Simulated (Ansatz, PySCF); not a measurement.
Breaking the Be1–O2 bond in BeO (multiplicity 1 held). Energies count from the point at 1.327 Å.


R- and RO- levels are restricted; in cc, def2 and unpolarised 6-31G sets they are followed outwards from rest. Unrestricted levels (U-) break spin symmetry where that is lower. Left out are points that failed, MP2 points that dive below the minimum, coupled-cluster points behind a jump of the amplitudes or a sharp parting from full CI or MRCI, small-basis points behind a change of solution, and semi-empirical points at long bonds. Levels need not reach the same state.

Correlated levels freeze the cores. Rows in 3-21G carry no dispersion term and start afresh at each structure.

Codes used: Ansatz (Gaussian basis) for Hartree–Fock, density functionals and correlated methods; PySCF for 3-21G rows. Each number belongs to the level named beside it.

Energies in eV.

```tsv
R (Å)	R-HF/3-21G	R-PBE/aug-cc-pVTZ	U-PBE/aug-cc-pVTZ	R-r2SCAN/aug-cc-pVTZ	U-wB97X-V/aug-cc-pVTZ	U-MP2/aug-cc-pVTZ
1.061	3.68	3.24	3.24	3.16	3.06	1.68
1.194	0.72	0.67	0.67	0.61	0.55	-1.01
1.327	0.00	0.00	0.00	0.00	0.00	0.00
1.459	0.44	0.25	0.25	0.31	0.39	-0.39
1.592	1.38	0.91	0.87	1.03	1.18	-0.25
1.791	2.68	2.11	1.82	2.32	1.62	0.40
1.990	3.39	3.27	2.61	3.52	2.43	1.20
2.322	3.97	4.79	3.75	5.07	3.70	3.01
2.653	4.22	5.81	4.59	6.06	4.60	4.22
3.051	4.34	6.53	5.17	6.74	5.09	4.48
3.582	4.40	7.03	5.52	7.21	5.27	4.53
4.245	4.42	7.31	5.69	7.48	5.31	4.53
5.307	left out	7.48	5.78	7.63	5.32	4.53
```

Doubts at one or more of the structures used: a restricted determinant that unrestricted orbitals would lower (R-HF/3-21G, R-PBE/aug-cc-pVTZ, R-r2SCAN/aug-cc-pVTZ); a spin-contaminated determinant (U-PBE/aug-cc-pVTZ, U-wB97X-V/aug-cc-pVTZ, U-MP2/aug-cc-pVTZ).

Ansatz is a quantum-chemistry and plane-wave program.
